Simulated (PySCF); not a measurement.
## MCa anions for M along the alkali metals

MP2 with double-zeta basis sets in PySCF, for the lowest determinant that a PBE0 search found; no spin–orbit coupling. De refers to high-spin ground-configuration atoms (the charge goes to the atom of lower measured ionisation energy or higher electron affinity, which is not always the lowest computed limit).

| M | basis | reference, frozen orbitals | charged atom | state (unpaired electrons) | Re (Å) | ωe (cm⁻¹) | De (eV) |
| --- | --- | --- | --- | --- | --- | --- | --- |
| Li | def2-SVPD | RHF, 5 | Li− | singlet (closed shell) | 3.864 | 144 | n/a |
| Na | aug-pcseg-1 | RHF, 6 | Na− | singlet (closed shell) | 4.074 | 84.0 | n/a |
| K | def2-SVPD | RHF, 10 | K− | singlet (closed shell) | 4.599 | 62.8 | n/a |
| Rb | def2-SVPD | RHF, 5 | Rb− | singlet (closed shell) | 4.797 | 45.2 | n/a |
| Cs | def2-SVPD | RHF, 5 | Cs− | singlet (closed shell) | 5.064 | 39.9 | n/a |

The shortest bond is that of LiCa⁻ (3.864 Å), the longest that of CsCa⁻ (5.064 Å).

The rows differ in basis set, which adds steps of its own.

Down a group the atoms grow and get heavier, so bonds lengthen and wavenumbers fall; this series shows no clear exception.

Correlated steps freeze the inner cores (5 to 10 orbitals); shallow outer-core shells are correlated. Spin–orbit coupling is left out.
